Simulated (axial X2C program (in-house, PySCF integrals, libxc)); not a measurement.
Nuclear properties of RbS

Calculated with an in-house all-electron X2C program for linear molecules (integrals from PySCF): two-component X2C with atomic mean-field Coulomb and Gaunt terms, Gaussian nuclei, basis Rb dyall-cv3z, S dyall-av3z with contracted cores.

R = 2.940 Å (near the PBE0 minimum at charge 0 of the determinant lowest at the starting distance; the state shown can have its own minimum elsewhere).

Determinant lowest in the PBE0 search, Ω = 3/2 (⟨Sz⟩ = 0.50, ⟨Lz⟩ = 1.00 at PBE0), spin on the atoms Rb -0.01, S 0.51:

```
 level  Eeff magnitude (GV/cm)  Ws magnitude Rb (kHz)  A∥/gI Rb (MHz)  qzz Rb (a.u.)  A∥/gI S (MHz)  qzz S (a.u.)   μ (D)
  PBE0                  0.0555                 0.0154           -11.8          -0.71            205         -1.63  -10.32
    HF                    0.08                 0.0233           -9.96          -0.82            199         -1.81  -11.15
   PBE                  0.0471                 0.0127           -16.6          -0.66            208         -1.54   -9.74
r2SCAN                  0.0646                 0.0183           -13.3          -0.75            221         -1.73  -10.40
 TPSSh                  0.0485                 0.0134           -9.46          -0.68            214         -1.64  -10.21
```

Determinant 0.04 eV from it at PBE0 and this distance, Ω = 1/2 (⟨Sz⟩ = -0.50, ⟨Lz⟩ = 1.00 at PBE0), spin on the atoms Rb 0.01, S -0.50:

```csv
level,Eeff magnitude (GV/cm),Ws magnitude Rb (kHz),A∥/gI Rb (MHz),qzz Rb (a.u.),A∥/gI S (MHz),qzz S (a.u.),μ (D)
PBE0,0.0766,0.0729,69.1,-0.71,1030,-1.64,-10.33
HF,0.0731,0.0441,57.4,-0.81,1100,-1.76,-11.15
PBE,0.0656,0.06,86.3,-0.66,1050,-1.56,-9.75
r2SCAN,0.0766,0.0694,74.1,-0.75,949,-1.75,-10.41
TPSSh,0.0631,0.0585,61.5,-0.68,994,-1.66,-10.22
```

Eeff is the effective electric field on the electron electric dipole moment in this Ω state and Ws the scalar–pseudoscalar constant of the nucleus named (defined with the proton number Z and per Ω); A∥ (defined per Ω) follows by multiplying with gI = μI/(I μN); qzz is the electric field gradient, eQq0 = 234.96 MHz × Q/barn × qzz; μ is positive if the S end (last atom) is positive. The operators were transformed with the bare-nucleus X2C matrices; with these basis sets, hyperfine constants and field gradients can be off by tens of per cent, and where levels differ in sign neither size nor sign is settled.

With gI(85Rb) = 0.5412, Q(85Rb) = 0.276 barn, gI(33S) = 0.4292, Q(33S) = -0.0694 barn (g factors from the IAEA table of nuclear moments by Stone; Q from Pyykkö, Mol. Phys. 2018), turn the PBE0 values of the first state into constants in MHz.

A∥(85Rb) = -11.8 × 0.5412 = -6.39 MHz; eQq0(85Rb) = 234.96 × (0.276) × (-0.71) = -46 MHz; A∥(33S) = 205 × 0.4292 = 88 MHz; eQq0(33S) = 234.96 × (-0.0694) × (-1.63) = 26.6 MHz.

Each state is one determinant with collinear spin. Unrestricted Hartree–Fock can overshoot spin polarisation at the nuclei. The search compared states at one distance, so a state with another bond length can lie lower. PBE0 term energies can be off by some tenths of an eV.
